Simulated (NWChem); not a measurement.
Ionisation of phosphoric acid (H3O4P)

```
P
O 1 1.4945
O 1 1.6280 2 116.78
H 3 0.9772 1 109.31 2 36.07
O 1 1.6280 2 116.78 3 -120.00
H 5 0.9772 1 109.31 2 36.05
O 1 1.6280 2 116.78 5 -120.00
H 7 0.9772 1 109.31 2 36.07
```
Charge 0, spin multiplicity 1.

Program: NWChem. The geometry was optimised at PBE/def2-SVP, a minimum by its harmonic frequencies. It is one conformer; others weren't searched.

Basis set: def2-TZVP. The species with one electron less has spin multiplicity 2 and keeps the geometry of the parent. Δ marks differences of total energies (open shells unrestricted). −ε marks an orbital energy of the parent. That orbital need not have the symmetry of the hole or added electron in the Δ rows.

The stability of the SCF solutions was not checked.

Q: Order these methods by the first vertical ionisation energy they give, lowest first: −ε(HOMO) of PBE, ΔPBE, G0W0@PBE0, −ε(HOMO) of HF, G0W0@CAM-B3LYP, G0W0@PBE.

A: −ε(HOMO) of PBE (7.21 eV), G0W0@PBE (10.65 eV), ΔPBE (10.98 eV), G0W0@PBE0 (11.16 eV), G0W0@CAM-B3LYP (11.52 eV), −ε(HOMO) of HF (13.09 eV)
